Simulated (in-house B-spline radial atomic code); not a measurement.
Hg. Computed with a B-spline radial atomic code. Model: non-relativistic spherical atom: semilocal Troullier-Martins pseudo-atom, one channel per l, against all electrons, high spin, G0W0 and RPA with empty states to l = 8, local potential for every l without a channel, a model core (radius 0 = none) keeps its share of the functional.

The core holds an angular momentum without a channel of its own, so the local potential lets valence electrons into it.

Without relativity these are model numbers for so heavy an element.

What the tables leave out is listed at the end.

The pseudopotential gives back the lowest level of each angular momentum of its own functional in the configuration it was made in; a second state of the same l is only approximately right. Exact exchange, RPA and GW see the smooth pseudo-orbitals and miss the exchange with the core, for which the functional's share stands in. The column with an uncorrelated core keeps all orbitals and exact exchange, and so separates missing core correlation from pseudisation. Only the three outermost levels and the lowest empty one were computed. RPA here is direct RPA, with no exchange kernel, and its energies carry an (l + 1/2)⁻⁴ tail. A hybrid on a potential with a model core restores only its own semilocal share of the core's exchange.

Command:
```bash
python run_psgw.py task.json out
```
Settings (lengths in bohr, energies in hartree):
```
Z                      80
electrons              80
configuration          [Xe] 4f14 5d10 6s2
generated_in           [Xe] 4f14 5d10 6s2
functional             pbe,pbe
core_shells            12
radius_factor          1.15
core_correction        True
ion_configuration      [Xe] 4f14 5d10 6s1
```

Time taken, with all properties: 110 s on 1 thread of Arm Neoverse N1 (shared host).

Given: made with PBE; model core radius 1.021 bohr; local radius 1.635 bohr; mean-field start PBE.

Valence shells of the generating configuration: 5d, 6s.

Channel: s 2.915, p 3.4, d 1.324 (radii in bohr).

Computed: largest level miss in the spin-unpolarised generating configuration 0 eV; valence RPA correlation energy all-electron orbitals -0.64251 hartree; valence RPA correlation energy pseudo -1.0168 hartree; all-electron RPA polarisability, core included 46.723 bohr³; pseudo-atom RPA polarisability 46.684 bohr³; ionisation by RPA all-electron 8.7977 eV; ionisation by RPA pseudo minus all 0.653 eV.

```csv
level,occupied,mean-field all-electron (eV),mean-field pseudo minus all (eV),G0W0 all-electron (eV),G0W0 uncorrelated core minus all (eV),G0W0 pseudo minus all (eV),exchange self-energy all-electron (eV),exchange self-energy pseudo (eV)
6s,1,-5.2934,0,-8.4968,0.057,-0.295,-11.23,-10.198
```

Q: What is the ionisation by mean-field all-electron?

A: 8.4685 eV.

Q: What is the ionisation by mean-field pseudo minus all?

A: 0.008 eV.

Given: mean-field start PBE0.

Computed: valence RPA correlation energy all-electron orbitals -0.60065 hartree; all-electron RPA polarisability, core included 41.943 bohr³; pseudo-atom RPA polarisability 39.63 bohr³; ionisation by mean-field all-electron 8.2005 eV; ionisation by mean-field pseudo minus all 0.281 eV; ionisation by RPA pseudo minus all 0.777 eV.

| level | occupied | mean-field all-electron (eV) | mean-field pseudo minus all (eV) | G0W0 all-electron (eV) | G0W0 uncorrelated core minus all (eV) | G0W0 pseudo minus all (eV) | exchange self-energy all-electron (eV) | exchange self-energy pseudo (eV) |
| --- | --- | --- | --- | --- | --- | --- | --- | --- |
| 6s | 1 | -5.9374 | -0.232 | -8.5293 | 0.062 | -0.571 | -11.02 | -10.363 |

Q: What is the valence RPA correlation energy pseudo?

A: -0.97457 hartree.

Q: What is the ionisation by RPA all-electron?

A: 8.6266 eV.

Among the listed levels the largest G0W0 shift of the pseudo-atom is -0.57 eV, for 6s on the PBE0 start, while leaving the core uncorrelated moves that level by +0.06 eV. So pseudisation and the lost core exchange, not the missing core correlation, make the error. Not in the tables (levels of low weight, unsolved or above zero; the highest and the empty levels are kept at any weight): on PBE the G0W0 levels 5d (pseudo minus all +1.93 eV, weights 0.71 and 0.45), 6p (pseudo minus all -0.09 eV, weights 0.90 and 0.90); on PBE0 the G0W0 levels 5d (pseudo minus all +2.72 eV, weights 0.78 and 0.74), 6p (pseudo minus all -0.03 eV, weights 0.93 and 0.93); no Hartree-Fock pseudo-atom is run with a model core.
